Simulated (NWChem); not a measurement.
System: C₂H₂BrF; SMILES F/C=C\Br

Input file for NWChem:

```
start job
memory heap 200 mb stack 900 mb global 1100 mb
geometry units angstroms noautoz
  F     -0.794582     2.056352     0.000000
  C      0.491050     1.757554     0.000000
  C      0.959803     0.512779     0.000000
  Br    -0.141173    -0.994593     0.000000
  H      1.148575     2.632409     0.000000
  H      2.033291     0.323103     0.000000
end
basis spherical
  F library def2-svp
  C library def2-svp
  Br library def2-svp
  H library def2-svp
end
dft
  xc slater vwn_5
  iterations 150
end
tddft
  cis
  nroots 6
  notriplet
end
task tddft energy
```

Excerpt of the output:

```
             Northwest Computational Chemistry Package (NWChem) 7.3.0
             --------------------------------------------------------

 CS  symmetry detected

                             Geometry "geometry" -> ""
                             -------------------------

 Output coordinates in angstroms (scale by  1.889725989 to convert to a.u.)

  No.       Tag          Charge          X              Y              Z
 ---- ---------------- ---------- -------------- -------------- --------------
    1 F                    9.0000    -0.78725487     2.05308545     0.00000000
    2 C                    6.0000     0.49782355     1.75191551     0.00000000
    3 C                    6.0000     0.96427871     0.50627762     0.00000000
    4 Br                  35.0000    -0.13947704    -0.99906013     0.00000000
    5 H                    1.0000     1.15696185     2.62555566     0.00000000
    6 H                    1.0000     2.03741486     0.31462098     0.00000000

 Effective nuclear repulsion energy (a.u.)     225.4209753692

      Symmetry information
      --------------------

 Group name             Cs
 Group number              2
 Group order               2
 No. of unique centers     6

                                 NWChem DFT Module
                                 -----------------

 Summary of "ao basis" -> "ao basis" (spherical)
 ------------------------------------------------------------------------------
       Tag                 Description            Shells   Functions and Types
 ---------------- ------------------------------  ------  ---------------------
 F                          def2-svp                 6       14   3s2p1d
 C                          def2-svp                 6       14   3s2p1d
 Br                         def2-svp                12       32   5s4p3d
 H                          def2-svp                 3        5   2s1p

      Symmetry analysis of basis
      --------------------------

        a'         60
        a"         24

            General Information
            -------------------
          SCF calculation type: DFT
          Wavefunction type:  closed shell.
          No. of atoms     :     6
          No. of electrons :    58
           Alpha electrons :    29
            Beta electrons :    29
          Charge           :     0
          Spin multiplicity:     1
          Use of symmetry is: off; symmetry adaption is: on
          Maximum number of iterations: 150
          AO basis - number of functions:    84
                     number of shells:    36
          Convergence on energy requested:  1.00D-06
          Convergence on density requested:  1.00D-05
          Convergence on gradient requested:  5.00D-04

[...]

                                NWChem TDDFT Module
                                -------------------

            General Information
            -------------------
           No. of orbitals :     168
            Alpha orbitals :      84
             Beta orbitals :      84
        Alpha frozen cores :       0
         Beta frozen cores :       0
     Alpha frozen virtuals :       0
      Beta frozen virtuals :       0
         Spin multiplicity :       1
    Number of AO functions :      84
        Use of symmetry is : off
      Symmetry adaption is : on
         Schwarz screening :  0.10D-07

              XC Information
              --------------
                 Slater Exchange Functional   1.00 local
               VWN V Correlation Functional   1.00 local

             TDDFT Information
             -----------------
          Calculation type : Tamm-Dancoff TDDFT
         Wavefunction type : Restricted singlets
          No. of electrons :      58
           Alpha electrons :      29
            Beta electrons :      29
              No. of roots :       6
          Max subspacesize :    5200
            Max iterations :     100
               Target root :       1
           Target symmetry : none
      Symmetry restriction : off
                 Algorithm : Optimal
        Davidson threshold :  0.10D-03

    6 smallest eigenvalue differences (eV)
--------------------------------------------------------
  No. Spin  Occ  Vir  Irrep   E(Occ)    E(Vir)   E(Diff)
--------------------------------------------------------
    1    1   29   30 a'       -0.223    -0.041     4.955
    2    1   29   31 a"       -0.223    -0.029     5.268
    3    1   28   30 a"       -0.258    -0.041     5.921
    4    1   28   31 a'       -0.258    -0.029     6.234
    5    1   29   32 a"       -0.223     0.042     7.195
    6    1   27   30 a'       -0.306    -0.041     7.205
--------------------------------------------------------

  Entering Davidson iterations
  Restricted singlet excited states

  Iter   NTrls   NConv    DeltaV     DeltaE      Time
  ----  ------  ------  ---------  ---------  ---------
    1      6       0     0.28E+00   0.10+100        2.3
    2     12       0     0.21E+00   0.68E-01        2.3
    3     18       0     0.52E-01   0.47E-01        2.3
    4     24       3     0.26E-01   0.20E-02        2.3
    5     27       4     0.24E-02   0.84E-03        2.1
    6     29       5     0.22E-03   0.53E-05        2.0
    7     30       6     0.51E-04   0.54E-07        1.9
  ----  ------  ------  ---------  ---------  ---------
  Convergence criterion met

  Ground state a'      -2746.038088763020 a.u.

  ----------------------------------------------------------------------------
  Root   1 singlet a"             0.207267022 a.u.                5.6400 eV
  ----------------------------------------------------------------------------
     Transition Moments    X -0.00000   Y  0.00000   Z -0.14714
     Dipole Oscillator Strength                    0.0029916416
     Electric Quadrupole                           0.0000000177
     Magnetic Dipole                               0.0000000442
     Total Oscillator Strength                     0.0029917035

[...]
```

Level: LDA (Slater exchange, VWN5)/def2-SVP, TDA. All runs use the structure optimised with PBE0/def2-SVP.
